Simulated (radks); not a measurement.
Effect of the nuclear size on neutral terbium, [Xe] 4f9 6s2. Method: Dirac Kohn-Sham, PBE, spin-unpolarised, spherical densities, finite nucleus; open shells fill j = l - 1/2 first; Fermi nuclear charge, rms radius 5.06 fm; computed with a radial shooting solver on a logarithmic mesh with Libxc functionals. The rms radius is varied about that value; shifts are against it.

rms radius (fm)  total energy shift (eV)  density at nucleus (e/bohr^3)  1s1/2 shift (meV)  2s1/2 shift (meV)  5s1/2 shift (meV)  5p1/2 shift (meV)  6s1/2 shift (meV)  4f7/2 shift (meV)  6p1/2 (empty) shift (meV)
4.3415                             -5.95                      7.149e+05              -2450               -318              -2.36              0.289             -0.089              0.464                      0.093
4.6906                             -3.14                      7.005e+05              -1290               -168              -1.24              0.152             -0.047              0.245                      0.049
5.06                                   0                      6.867e+05              0.000              0.000              0.000              0.000              0.000              0.000                      0.000
5.2472                              1.66                      6.802e+05                683               88.8              0.657             -0.081              0.025             -0.129                     -0.026
5.9759                              8.54                      6.573e+05               3510                457               3.38             -0.414              0.128             -0.666                     -0.134

Slopes of the eigenvalues against <r^2> in GHz/fm^2, as finite differences over the two radii next to the reference (eigenvalue slopes, not the field-shift constants of lines): 1s1/2 86400, 2s1/2 11200, 5s1/2 83.1, 5p1/2 -10.2, 6s1/2 3.15, 4f7/2 -16.4, 6p1/2 (empty) -3.28.
